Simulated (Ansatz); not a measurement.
The cluster Si4Au3⁻. The state is a singlet with charge -1. Geometry r2SCAN-D4/def2-SVPD, basis def2-TZVPD, Ansatz.

```xyz
7

Au   -1.821   -0.893   -1.136
Au    0.480   -2.407   -0.535
Au   -0.824    1.690   -1.667
Si    0.202    1.497    0.435
Si    0.918   -0.731    1.048
Si   -1.389   -0.131    1.148
Si    2.434    0.975    0.706
```

| run | HOMO (eV) | LUMO (eV) |
| --- | --- | --- |
| A | -1.41 | -0.09 |
| B | -1.89 | 0.48 |
| C | -2.68 | 1.29 |
| D | -1.31 | -0.15 |
| E | -3.30 | 2.00 |

In the def2 sets Au takes a core potential; there is no spin–orbit coupling. No other spin state of charge -1 was run. Another isomer (singlet) lies 1.63 eV lower at PBE0-D4/def2-TZVPD; other spin states weren't run for this one.

Question: The runs used CAM-B3LYP, PBE, PBE0, r2SCAN, ωB97M-V. Estimate which is which.

Answer: A r2SCAN (0 % exact exchange); B PBE0 (25 % exact exchange); C CAM-B3LYP (range-separated); D PBE (0 % exact exchange); E ωB97M-V (range-separated). Exact exchange lowers occupied and raises empty levels; among semilocal functionals meta-GGAs tend to open the gap a little, and such runs are hard to tell apart. The gap grows from 1.17 eV (PBE) to 5.30 eV (ωB97M-V). The restricted singlet is unstable towards broken spin symmetry in Hartree–Fock (as tested in another run); at r2SCAN-D4/def2-TZVPD, PBE0-D4/def2-TZVPD, CAM-B3LYP-D4/def2-TZVPD, ωB97M-V/def2-TZVPD this wasn't settled.
